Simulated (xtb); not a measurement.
xtb input (GFN1-xTB):

```bash
xtb mol.xyz --gfn 1 --opt tight --chrg 0 --uhf 0
```
mol.xyz:
```
10

C      2.03662140     0.19855848    -1.01463783
In     0.00172260     0.04955240    -0.31937012
C     -2.02560350     0.12362542    -1.04803333
Cl    -0.01097697    -0.31908239     2.04799090
H      2.51022572     1.03865786    -0.50798236
H      2.08650167     0.34123262    -2.09207398
H      2.56051797    -0.71494504    -0.73630646
H     -2.06360315     0.29795289    -2.12129673
H     -2.54805584     0.92293621    -0.52397311
H     -2.50949245    -0.82260475    -0.80904945
```

Output:

```
           -------------------------------------------------
          |                Calculation Setup                |
           -------------------------------------------------

           -------------------------------------------------
          |                 G F N 1 - x T B                 |
           -------------------------------------------------

        Reference                      10.1021/acs.jctc.7b00118
      * Hamiltonian:
        H0-scaling (s, p, d)           1.850000    2.250000    2.000000
        zeta-weighting                 0.000000
      * Dispersion:
        s8                             2.400000
        a1                             0.630000
        a2                             5.000000
        s9                             0.000000
      * Repulsion:
        kExp                           1.500000
        rExp                           1.000000
      * Coulomb:
        alpha                          2.000000
        third order                    atomic
        anisotropic                    false
      * Halogen bond correction:
        rad-scale                      1.300000
        damping                        0.440000

          ...................................................
          :                      SETUP                      :
          :.................................................:
          :  # basis functions                  40          :
          :  # atomic orbitals                  38          :
          :  # shells                           22          :
          :  # electrons                        24          :
          :  # halogen bonds                     0          :
          :  max. iterations                   250          :
          :  Hamiltonian                  GFN1-xTB          :
          :  restarted?                      false          :
          :  GBSA solvation                  false          :
          :  PC potential                    false          :
          :  electronic temp.          300.0000000     K    :
          :  accuracy                    1.0000000          :
          :  -> integral cutoff          0.2500000E+02      :
          :  -> integral neglect         0.1000000E-07      :
          :  -> SCF convergence          0.1000000E-05 Eh   :
          :  -> wf. convergence          0.2000000E-04 e    :
          :  Broyden damping             0.4000000          :
          :  net charge                          0          :
          :  unpaired electrons                  0          :
          ...................................................

 iter      E             dE          RMSdq      gap      omega  full diag
   1    -13.3573852 -0.133574E+02  0.694E+00    4.74       0.0  T
   2    -13.3650172 -0.763196E-02  0.424E+00    4.83       1.0  T
   3    -13.3652403 -0.223155E-03  0.466E-01    4.89       1.0  T
   4    -13.3658146 -0.574213E-03  0.979E-02    4.85       1.0  T
   5    -13.3658723 -0.577609E-04  0.509E-02    4.86       1.0  T
   6    -13.3658803 -0.802605E-05  0.771E-03    4.86       4.1  T
   7    -13.3658805 -0.166474E-06  0.413E-04    4.86      76.6  T
[...]
           -------------------------------------------------

    * Orbital Energies and Occupations

         #    Occupation            Energy/Eh            Energy/eV
      -------------------------------------------------------------
         1        2.0000           -0.8637494             -23.5038
         2        2.0000           -0.6758083             -18.3897
         3        2.0000           -0.6225033             -16.9392
         4        2.0000           -0.5946669             -16.1817
         5        2.0000           -0.5173952             -14.0790
         6        2.0000           -0.5161657             -14.0456
         7        2.0000           -0.5150107             -14.0142
         8        2.0000           -0.5134191             -13.9708
         9        2.0000           -0.4470933             -12.1660
        10        2.0000           -0.4454666             -12.1218
        11        2.0000           -0.4438381             -12.0774
        12        2.0000           -0.4110676             -11.1857 (HOMO)
        13                         -0.2499032              -6.8002 (LUMO)
        14                         -0.1582185              -4.3053
        15                         -0.1455615              -3.9609
        16                         -0.1436922              -3.9101
        17                         -0.1368889              -3.7249
        18                         -0.1337201              -3.6387
        19                         -0.1157688              -3.1502
        20                         -0.1106647              -3.0113
        21                         -0.0754484              -2.0531
        22                         -0.0229738              -0.6251
        23                         -0.0097251              -0.2646
       ...                                ...                  ...
        38                          0.5928130              16.1313
      -------------------------------------------------------------
                  HL-Gap            0.1611644 Eh            4.3855 eV
             Fermi-level           -0.3304854 Eh           -8.9930 eV

  Mulliken/CM5 charges         n(s)   n(p)   n(d)
     1C    -0.16252 -0.31357   1.004  3.158  0.000
     2In    0.45102  0.45584   1.613  0.793  0.144
     3C    -0.16252 -0.31357   1.004  3.158  0.000
     4Cl   -0.36369 -0.37243   1.912  5.454 -0.002
     5H     0.04314  0.09415   0.957  0.000  0.000
     6H     0.03227  0.08325   0.968  0.000  0.000
     7H     0.04345  0.09446   0.957  0.000  0.000
     8H     0.03227  0.08325   0.968  0.000  0.000
     9H     0.04334  0.09435   0.957  0.000  0.000
    10H     0.04325  0.09426   0.957  0.000  0.000

Wiberg/Mayer (AO) data.
largest (>0.10) Wiberg bond orders for each atom

 ---------------------------------------------------------------------------
     #   Z sym  total        # sym  WBO       # sym  WBO       # sym  WBO
 ---------------------------------------------------------------------------
     1   6 C    3.985 --     6 H    0.979     7 H    0.972     5 H    0.972
                             2 In   0.629     3 C    0.305     4 Cl   0.122
     2  49 In   2.207 --     4 Cl   0.805     3 C    0.629     1 C    0.629
     3   6 C    3.985 --     8 H    0.979     9 H    0.972    10 H    0.972
                             2 In   0.629     1 C    0.305     4 Cl   0.122
     4  17 Cl   1.058 --     2 In   0.805     1 C    0.122     3 C    0.122
     5   1 H    1.001 --     1 C    0.972
     6   1 H    1.004 --     1 C    0.979
     7   1 H    1.001 --     1 C    0.972
     8   1 H    1.004 --     3 C    0.979
     9   1 H    1.001 --     3 C    0.972
    10   1 H    1.001 --     3 C    0.972
 ---------------------------------------------------------------------------

Topologies differ in total number of bonds
Writing topology from bond orders to xtbtopo.mol

 dipole moment from electron density (au)
     X       Y       Z
   0.0110   0.3212  -2.0596  total (Debye):    5.298

           -------------------------------------------------
          |                Geometry Summary                 |
           -------------------------------------------------

      molecular mass/u    :      180.3401405
   center of mass at/Å    :       -0.0004321      -0.0121299       0.0779259
  moments of inertia/u·Å² :        0.1439810E+03   0.2113178E+03   0.3489884E+03
rotational constants/cm⁻¹ :        0.1170823E+00   0.7977384E-01   0.4830427E-01

 * 6 selected distances

     #   Z          #   Z                                           value/Å
     1   6 C        5   1 H                                       1.0894108 (max)
     1   6 C        6   1 H                                       1.0886235 (min)
     1   6 C        7   1 H                                       1.0893231
     3   6 C        8   1 H                                       1.0886236
     3   6 C        9   1 H                                       1.0893558
     3   6 C       10   1 H                                       1.0893784

 * 1 distinct bonds (by element types)

   Z      Z             #   av. dist./Å        max./Å        min./Å
   1 H    6 C           6     1.0891192     1.0894108     1.0886235

optimized geometry written to: xtbopt.xyz

           -------------------------------------------------
          | TOTAL ENERGY              -13.250470253781 Eh   |
          | GRADIENT NORM               0.000445232625 Eh/α |
          | HOMO-LUMO GAP               4.385506515980 eV   |
           -------------------------------------------------

------------------------------------------------------------------------
------------------------------------------------------------------------
Note: The following floating-point exceptions are signalling: IEEE_DENORMAL
normal termination of xtb
 total:
 SCF:
 ANC optimizer:
```
